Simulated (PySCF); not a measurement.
Compound: C6H7N2S (doublet state).
Z-matrix (Å and degrees, GFN2-xTB geometry), rows numbered from 1:
```
C 
C   1  1.2878
C   2  1.5007  1  125.26
C   2  1.5523  1  122.04  3  -179.75
C   4  1.4791  2  108.16  1   102.57
C   5  1.4173  4  126.23  2   -92.47
N   6  1.3091  5  113.36  4   177.13
S   7  1.6255  6  108.88  5    -0.30
N   5  1.3215  4  121.98  2    83.95
H   1  1.0627  2  141.18  3   179.77
H   3  1.0896  2  109.63  1   107.73
H   3  1.0859  2  110.86  1   -12.49
H   3  1.0886  2  109.70  1  -133.74
H   4  1.0891  2  109.95  1   -17.88
H   4  1.0894  2  107.62  1  -138.10
H   6  1.0744  5  126.39  4    -3.21
```

The hyperfine couplings belong to this conformer and change with its torsions.

Identity: `[H]/[C]=C(/C)CC1=NSN=C1` [radical].

Level of theory: PySCF, UKS B3LYP, pcH-1 on C H N S, non-relativistic, mean-field spin-orbit, GIAO. One conformer (not necessarily the lowest) at the GFN2-xTB geometry, without solvent, vibrations or thermal averaging. The geometry wasn't refined by DFT: couplings that depend on bond lengths, twists or pyramidal angles can differ widely from those at the functional's own minimum. The SCF solution wasn't tested for stability.

Question: What are g_iso and the isotropic 13C coupling of C1?

Answer: g_iso = 2.00222 and a = +289.24 MHz, or +10.321 mT (Mulliken spin population +1.04). 13C makes up about 1.07 % of the natural element, so this concerns labelled samples or satellites.

Question: Take this nucleus alone (I = 1/2, g_N = 1.4048) with S = 1/2. Where do its 2 lines fall at 3.28 GHz to first order, to second order and exactly?

Answer: B0 = hν/(g μB) = 117.044 mT and a/B0 = 0.0882. B(1) = B0 − a·mI, B(2) = B(1) − a²[I(I+1) − mI²]/(2B0); the exact values solve the Breit–Rabi equation, nuclear Zeeman term included.

```json
{"mI": "−1/2", "first order (mT)": "122.205", "second order (mT)": "121.977", "exact (mT)": "121.987", "exact − first order": "-0.218"}
{"mI": "+1/2", "first order (mT)": "111.884", "second order (mT)": "111.656", "exact (mT)": "111.646", "exact − first order": "-0.238"}
```

Question: Someone takes the midpoint and the distance of the outer exact lines at face value. What g and a result?

Answer: Their midpoint, 116.816 mT, gives an apparent g of 2.00613 (true 2.00222), and their distance over 2I an apparent |a| of 10.342 mT (true 10.321).

Other couplings of abundant isotopes, left aside here: 1 × 1H 28 MHz, 3 × 1H 6 MHz.

Means are taken over nuclei equivalent by connectivity, which assumes that they swap fast. The three 1H nuclei of mean -5.9 MHz run from -9.5 to -3.9 MHz in the frozen geometry.

Time: 1.8 min (grids of density and orbitals included); peak memory 1.1 GiB. Hardware: Arm Neoverse V2, one thread, shared host.
